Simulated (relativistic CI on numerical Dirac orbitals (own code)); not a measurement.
# Sensitivity of the levels of Re⁵⁵⁺ to α and to the nuclear radius

Calculated at this level of theory: Dirac-Coulomb-Breit CI, orbitals from a KLI potential per configuration, derivatives by finite differences, unscaled Slater integrals, QED left out (own radial code, finite nucleus).

Configuration list (outside the closed core [Ne]): 3s²3p⁶3d², 3s²3p⁵3d³, 3s3p⁶3d³, 3s²3p⁶3d4s, 3s²3p⁶3d4p, 3s²3p⁶4s². Double excitations out of closed p, d and f shells are left out; levels of such configurations are missing from the list, as are those of other unlisted configurations, and high levels can miss mixing partners.

With x = (α/α₀)² − 1 an excitation energy changes as ω = ω₀ + qx; K = 2q/ω₀ is the relative enhancement. Terms are leading LS components, so labels can repeat. The field-shift factor is F = δν/δ⟨r²⟩ for the transition from the lowest level.

Lowest level 3s²3p⁶3d² ³F2.

```
         Level  ω₀ (cm⁻¹)   q (cm⁻¹)      K  F (GHz/fm²)
 3s²3p⁶3d² ³P0     199233      23090  0.232        0.929
 3s²3p⁶3d² ³F3     619848     658100   2.12         17.3
 3s²3p⁶3d² ³P2     708010     658300   1.86         16.3
 3s²3p⁶3d² ¹G4     735312     660800    1.8         17.7
 3s²3p⁶3d² ³P1     749136     669800   1.79         16.2
 3s²3p⁶3d² ³F4    1308771   1.31e+06      2         34.2
 3s²3p⁶3d² ³P2    1378909  1.325e+06   1.92         33.5
 3s²3p⁶3d² ¹S0    1589900   1.32e+06   1.66         35.9
3s²3p⁵3d³ ³D°2    2241916     154800  0.138         23.8
3s²3p⁵3d³ ⁵D°1    2283423     181700  0.159         24.2
3s²3p⁵3d³ ⁵D°0    2317696     167600  0.145         24.3
3s²3p⁵3d³ ³F°3    2331091     148500  0.127           24
3s²3p⁵3d³ ⁵F°3    2785900     798100  0.573         40.4
```

At this charge energies of transitions that change n are usually good to better than 1 %, and those within a shell (Δn = 0) to a few per cent.
